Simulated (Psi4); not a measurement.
C₅H₁₀O, singlet, geometry from GFN2-xTB; PBE/STO-3G in Psi4.

The Psi4 input:
```
memory 2 GB

molecule mol {
0 1
C     0.341752   -0.202768    1.735879
C    -0.085645   -0.017428    0.492368
C     0.780635   -0.079774   -0.737374
C     2.244274   -0.396040   -0.461821
O    -1.425053    0.256806    0.335260
C    -1.968178    0.433769   -0.946593
H     1.365076   -0.415814    1.966657
H    -0.349153   -0.138582    2.556118
H     0.377183   -0.840585   -1.413356
H     0.719468    0.881807   -1.257533
H     2.344862   -1.362801    0.024272
H     2.794088   -0.425104   -1.400301
H     2.690711    0.364585    0.173076
H    -3.026410    0.637313   -0.785839
H    -1.871306   -0.464487   -1.565580
H    -1.521124    1.282660   -1.474352
}

set {
  basis sto-3g
  reference rks
}

energy('pbe')
print_variables()
```

It wrote (shortened):

```
   => Loading Basis Set <=

    Name: STO-3G
    Role: ORBITAL
    Keyword: BASIS

         ---------------------------------------------------------
                                   SCF
               by Justin Turney, Rob Parrish, Andy Simmonett
                          and Daniel G. A. Smith
                              RKS Reference
         ---------------------------------------------------------

  ==> Geometry <==

    Molecular point group: c1
    Full point group: C1

    Geometry (in Angstrom), charge = 0, multiplicity = 1:

       Center              X                  Y                   Z               Mass
    ------------   -----------------  -----------------  -----------------  -----------------
         C            0.382282395115    -0.208297320794     1.699279135016    12.000000000000
         C           -0.045114604885    -0.022957320794     0.455768135016    12.000000000000
         C            0.821165395115    -0.085303320794    -0.773973864984    12.000000000000
         C            2.284804395115    -0.401569320794    -0.498420864984    12.000000000000
         O           -1.384522604885     0.251276679206     0.298660135016    15.994914619570
         C           -1.927647604885     0.428239679206    -0.983192864984    12.000000000000
         H            1.405606395115    -0.421343320794     1.930057135016     1.007825032230
         H           -0.308622604885    -0.144111320794     2.519518135016     1.007825032230
         H            0.417713395115    -0.846114320794    -1.449955864984     1.007825032230
         H            0.759998395115     0.876277679206    -1.294132864984     1.007825032230
         H            2.385392395115    -1.368330320794    -0.012327864984     1.007825032230
         H            2.834618395115    -0.430633320794    -1.436900864984     1.007825032230
         H            2.731241395115     0.359055679206     0.136476135016     1.007825032230
         H           -2.985879604885     0.631783679206    -0.822438864984     1.007825032230
         H           -1.830775604885    -0.470016320794    -1.602179864984     1.007825032230
         H           -1.480593604885     1.277130679206    -1.510951864984     1.007825032230

  Running in c1 symmetry.

  Rotational constants: A =      0.19468  B =      0.08489  C =      0.06115 [cm^-1]
  Rotational constants: A =   5836.24357  B =   2544.86302  C =   1833.24289 [MHz]
  Nuclear repulsion =  244.527244649333454

  Charge       = 0
  Multiplicity = 1
  Electrons    = 48
  Nalpha       = 24
  Nbeta        = 24

  ==> Algorithm <==

  SCF Algorithm Type is DF.
  DIIS enabled.
  MOM disabled.
  Fractional occupation disabled.
  Guess Type is SAD.
  Energy threshold   = 1.00e-06
  Density threshold  = 1.00e-06
  Integral threshold = 1.00e-12

  ==> Primary Basis <==

  Basis Set: STO-3G
    Blend: STO-3G
    Number of shells: 28
    Number of basis functions: 40
    Number of Cartesian functions: 40
    Spherical Harmonics?: true
    Max angular momentum: 1

  ==> DFT Potential <==

   => LibXC <=

    Version 7.1.2
    S. Lehtola, C. Steigemann, M. J. T. Oliveira, and M. A. L. Marques,  SoftwareX 7, 1–5 (2018) (10.1016/j.softx.2017.11.002)

   => Composite Functional: PBE <=

    PBE GGA Exchange-Correlation Functional

    J.P. Perdew et. al., Phys. Rev. Lett., 77(18), 3865-3868, 1996

    Deriv               =              1
    GGA                 =           TRUE
    Meta                =          FALSE

    Exchange Hybrid     =          FALSE
    MP2 Hybrid          =          FALSE

   => Exchange Functionals <=

    1.0000     XC_GGA_X_PBE

   => Correlation Functionals <=

    1.0000     XC_GGA_C_PBE

   => LibXC Density Thresholds  <==

    XC_GGA_C_PBE:  1.00E-12
    XC_GGA_X_PBE:  1.00E-15

   => Molecular Quadrature <=

    Radial Scheme          =       TREUTLER
    Pruning Scheme         =           NONE
    Nuclear Scheme         =       TREUTLER

    Blocking Scheme        =         OCTREE
    BS radius alpha        =              1
    Pruning alpha          =              1
    Radial Points          =             75
    Spherical Points       =            302
    Total Points           =         336700
    Total Blocks           =           2538
    Max Points             =            256
    Max Functions          =             38
    Weights Tolerance      =       1.00E-15

   => Loading Basis Set <=

    Name: (STO-3G AUX)
    Role: JKFIT
    Keyword: DF_BASIS_SCF

  ==> Integral Setup <==

  SCF_SUBTYPE=INCORE selected. In-core MEM_DF algorithm will be used.
  Using in-core AOs.

  ==> MemDFJK: Density-Fitted J/K Matrices <==

    J tasked:                   Yes
    K tasked:                    No
    wK tasked:                   No
    Algorithm:                 Core
    Schwarz Cutoff:           1E-12
    Mask sparsity (%):       1.2500
    Fitting Condition:        1E-10

   => Auxiliary Basis Set <=

  Basis Set: (STO-3G AUX)
    Blend: DEF2-UNIVERSAL-JKFIT
    Number of shells: 210
    Number of basis functions: 632
    Number of Cartesian functions: 738
    Spherical Harmonics?: true
    Max angular momentum: 4

  Minimum eigenvalue in the overlap matrix is 1.8519607275E-01.
  Reciprocal condition number of the overlap matrix is 7.2977978604E-02.
    Using symmetric orthogonalization.

  ==> Pre-Iterations <==

  SCF Guess: Superposition of Atomic Densities via on-the-fly atomic UHF (no occupation information).

   -------------------------
    Irrep   Nso     Nmo
   -------------------------
     A         40      40
   -------------------------
    Total      40      40
   -------------------------

  ==> Iterations <==

                           Total Energy        Delta E     RMS |[F,P]|

   @DF-RKS iter SAD:  -265.24202122519387   -2.65242e+02   0.00000e+00
   @DF-RKS iter   1:  -267.94281444642093   -2.70079e+00   5.96740e-03 DIIS/ADIIS
   @DF-RKS iter   2:  -267.78914104833677    1.53673e-01   1.29880e-02 DIIS/ADIIS
   @DF-RKS iter   3:  -267.97713836798602   -1.87997e-01   1.81902e-03 DIIS/ADIIS
   @DF-RKS iter   4:  -267.98021567169434   -3.07730e-03   4.84573e-04 DIIS/ADIIS
   @DF-RKS iter   5:  -267.98039755992920   -1.81888e-04   1.90204e-04 DIIS/ADIIS
   @DF-RKS iter   6:  -267.98043675122312   -3.91913e-05   2.04635e-05 DIIS
   @DF-RKS iter   7:  -267.98043716901901   -4.17796e-07   5.79508e-06 DIIS
   @DF-RKS iter   8:  -267.98043720572787   -3.67089e-08   8.32048e-07 DIIS
  Energy and wave function converged.

  ==> Post-Iterations <==

   Electrons on quadrature grid:
      Ntotal   =   48.0000422615 ; deviation = 4.226e-05

    Orbital Energies [Eh]
    ---------------------

    Doubly Occupied:

       1A    -18.553158     2A     -9.775750     3A     -9.740853
       4A     -9.730312     5A     -9.712541     6A     -9.643672
       7A     -0.913990     8A     -0.682925     9A     -0.629708
      10A     -0.566953    11A     -0.541538    12A     -0.435425
      13A     -0.399901    14A     -0.385198    15A     -0.369648
      16A     -0.357925    17A     -0.314969    18A     -0.300592
      19A     -0.283683    20A     -0.278721    21A     -0.266958
      22A     -0.206368    23A     -0.161940    24A     -0.077958

    Virtual:

      25A      0.124171    26A      0.235578    27A      0.316823
      28A      0.350978    29A      0.359000    30A      0.364886
      31A      0.387917    32A      0.401145    33A      0.419340
      34A      0.435384    35A      0.443927    36A      0.461320
      37A      0.476814    38A      0.481073    39A      0.616311
      40A      0.690518

    Final Occupation by Irrep:
              A
    DOCC [    24 ]
    NA   [    24 ]
    NB   [    24 ]

  @DF-RKS Final Energy:  -267.98043720572787

   => Energetics <=

    Nuclear Repulsion Energy =            244.5272446493334542
    One-Electron Energy =                -848.3799017586227365
    Two-Electron Energy =                 375.0372204694756988
    DFT Exchange-Correlation Energy =     -39.1650005659142266
    Empirical Dispersion Energy =           0.0000000000000000
    VV10 Nonlocal Energy =                  0.0000000000000000
    Total Energy =                       -267.9804372057278670

Computation Completed

Properties will be evaluated at   0.000000,   0.000000,   0.000000 [a0]

Properties computed using the SCF density matrix

 Multipole Moments:

 ------------------------------------------------------------------------------------
     Multipole            Electronic (a.u.)      Nuclear  (a.u.)        Total (a.u.)
 ------------------------------------------------------------------------------------

 L = 1.  Multiply by 2.5417464519 to convert [e a0] to [Debye]
 Dipole X            :         -3.6849862            3.6763827           -0.0086034
 Dipole Y            :          0.5557453           -0.5015586            0.0541866
 Dipole Z            :          2.5622395           -3.3198662           -0.7576266
 Magnitude           :                                                    0.7596106

 ------------------------------------------------------------------------------------

  Variable Map:
  ----------------------------------------------------------------------------
  "CURRENT ENERGY"              =>    -267.980437205728
  "CURRENT REFERENCE ENERGY"    =>    -267.980437205728
  "DD SOLVATION ENERGY"         =>       0.000000000000
  "DFT FUNCTIONAL TOTAL ENERGY" =>    -267.980437205728
  "DFT TOTAL ENERGY"            =>    -267.980437205728
  "DFT VV10 ENERGY"             =>       0.000000000000
  "DFT XC ENERGY"               =>     -39.165000565914
  "GRID ELECTRONS ALPHA"        =>      24.000021130766
  "GRID ELECTRONS BETA"         =>      24.000021130766
  "GRID ELECTRONS TOTAL"        =>      48.000042261533
  "NUCLEAR REPULSION ENERGY"    =>     244.527244649333
  "ONE-ELECTRON ENERGY"         =>    -848.379901758623
  "PCM POLARIZATION ENERGY"     =>       0.000000000000
  "PE ENERGY"                   =>       0.000000000000
  "SCF ITERATION ENERGY"        =>    -267.980437205728
  "SCF ITERATIONS"              =>       8.000000000000
  "SCF TOTAL ENERGY"            =>    -267.980437205728
  "TWO-ELECTRON ENERGY"         =>     375.037220469476
  "XC GRID RADIAL POINTS"       =>      75.000000000000
  "XC GRID SPHERICAL POINTS"    =>     302.000000000000
  "XC GRID TOTAL POINTS"        =>  336700.000000000000

  Array Variable Map:
  ----------------------------------------------------------------------------
  "CURRENT DIPOLE"              =>      -0.008603428073 ... -0.757626624610 1 by 3
  "SCF DIPOLE"                  =>      -0.008603428073 ... -0.757626624610 1 by 3
  "SCF TOTAL ENERGIES"          =>    -265.242021225194 ... -267.980437205728 1 by 9
```
